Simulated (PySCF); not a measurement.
SnCl3I, SMILES [I][Sn]([Cl])([Cl])[Cl].

Coordinates come from a PBE0-D3(BJ)/def2-SVP optimisation. The structure was generated by enumeration; whether it is a known compound was not checked. The def2 effective core potentials stand for the cores of I, Sn; spin–orbit coupling is left out.

Level of theory: TDA-LC-ωPBE/def2-SVPD in PySCF.

Vertical excitations; the highest root listed may be one member of a degenerate set. The molecule is in vacuum. State labels are in the subgroup Cs.

```
state  symmetry  energy (eV)  λ (nm)      f                                              main pairs
-----  --------  -----------  ------  -----  ------------------------------------------------------
S1           A"         4.34     286  0.007                            HOMO−1→LUMO (degenerate set)
S2           A'         4.34     286  0.007                              HOMO→LUMO (degenerate set)
S3           A"         5.64     220  0.000                                        HOMO−3→LUMO 90 %
S4           A'         5.83     213  0.019                            HOMO−4→LUMO (degenerate set)
S5           A"         5.83     213  0.019                            HOMO−5→LUMO (degenerate set)
S6           A'         5.87     211  0.252                                        HOMO−2→LUMO 84 %
S7           A"         6.09     204  0.031                            HOMO−6→LUMO (degenerate set)
S8           A'         6.09     204  0.031                            HOMO−7→LUMO (degenerate set)
S9           A'         7.10     175  0.056  HOMO−8→LUMO 60 %, HOMO→LUMO+3 13 %, HOMO−1→LUMO+2 13 %
S10          A"         7.48     166  0.000                    HOMO→LUMO+2 46 %, HOMO−1→LUMO+3 46 %
T1           A'         3.80     327      0                              HOMO→LUMO (degenerate set)
T2           A"         3.80     327      0                            HOMO−1→LUMO (degenerate set)
T3           A'         4.69     264      0                                        HOMO−2→LUMO 90 %
T4           A"         5.18     240      0                                        HOMO−3→LUMO 86 %
```
Triplets are in the Tamm–Dancoff approximation.
